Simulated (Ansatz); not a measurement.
HISe (SMILES [SeH]I) moved off its minimum; all values from Ansatz (a first-principles code), cores frozen in correlated methods. Elements past Kr take the def2 small-core potentials, without spin–orbit coupling.
(charge 0, multiplicity 1)
```xyz
3

Se    -0.90917    -0.77560     0.99957
H     -1.84977    -1.18083    -0.06842
I      0.59418     0.50071    -0.62438
```

Q: Give the forces (eV/Å), the total energy and the dipole at CCSD(T)/def2-TZVPPD.

A: 
```json
[
 {"atom": "Se1", "Fx": "-0.021", "Fy": "0.041", "Fz": "-0.289"},
 {"atom": "H2", "Fx": "0.111", "Fy": "0.040", "Fz": "0.167"},
 {"atom": "I3", "Fx": "-0.090", "Fy": "-0.081", "Fz": "0.123"}
]
```
Energy -2697.4396 hartree, dipole 0.70 D.
